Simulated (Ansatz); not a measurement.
Two isomers of C2H6F2Ge: A = `FC[CH](F)[GeH3]`, B = `[CH3][GeH2][CH](F)F`.

Computed with Ansatz on PBE0-D4/def2-TZVP structures; ΔE is electronic, products minus reactants. CCSD(T)/CBS is the MP2 limit (def2-TZVPP, def2-QZVPP) plus CCSD(T) − MP2 in def2-TZVPP, frozen cores. DFT in def2-TZVPP. B3LYP here is the variant with VWN-RPA as its local correlation; programs differ in this. For Ge outer-core shells are correlated without core-valence functions, which leaves a few kJ/mol of doubt a bond. Scalar relativity is left out up to krypton. One conformer a species, not always the lowest.

**Question.** Which isomer does CCSD(T)/CBS put lower? Give the gap. (Best estimate.)

**Answer.** Computed: B, by 45.2 kJ/mol.

**Question.** Give E(B) − E(A) in kJ/mol with B2PLYP, HF/def2-TZVPP, ωB97M-V, B3LYP, r2SCAN-D4, CCSD(T)/def2-TZVPP, B3LYP-D4. (Best estimate.)

**Answer.** The calculation gave: B2PLYP -47.6, HF/def2-TZVPP -42.3, ωB97M-V -46.8, B3LYP -46.0, r2SCAN-D4 -48.6, CCSD(T)/def2-TZVPP -47.9, B3LYP-D4 -45.5. None reverses the order clearly.

Largest T1 diagnostic: 0.012.

In def2-TZVPP, CCSD(T) changes the Hartree–Fock value by −5.7 kJ/mol (the triples alone add −0.9 kJ/mol) and MP2 by −9.1 kJ/mol.
